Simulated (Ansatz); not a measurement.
C2H4NOSi (`C[SiH]N=C=O`) radical. The species carries charge 0 and has multiplicity 2.

```xyz
9

C     0.115   -0.194   -1.555
Si   -0.941   -0.060   -0.024
N     0.061    0.252    1.333
C     0.499    0.763    2.320
O     0.954    1.238    3.282
H     0.859   -0.987   -1.434
H     0.639    0.743   -1.754
H    -0.507   -0.432   -2.421
H    -1.680   -1.324    0.253
```

Task: What are the harmonic wavenumbers in cm⁻¹ at PBE0-D4/def2-TZVP (Ansatz, finite differences of forces, unscaled)? (Estimate.)

Result: Ansatz gave: 31, 88, 153, 232, 546, 581, 632, 635, 701, 755, 803, 883, 1267, 1438, 1444, 1503, 2188, 2410, 3046, 3131, 3148.

Task: Is this a minimum?

Result: Yes, all 21 modes are real.

Task: Give the ideal-gas thermochemistry at 298.15 K and 1 bar (rigid rotor, harmonic oscillator; point group C1, symmetry number 1).

Result: Zero-point energy 153.2 kJ/mol; H(298) − E = 173.1 kJ/mol; entropy 350.5 J/(mol·K), of which translation 164.4, rotation 110.2, vibration 70.1, electronic 5.8; G(298) − E = 68.6 kJ/mol. Modes under 100 cm⁻¹ are hindered rotations or soft bends, so the harmonic entropy is rough.

Task: Rotational constants (cm⁻¹)?

Result: 0.5417, 0.0591, 0.05442.
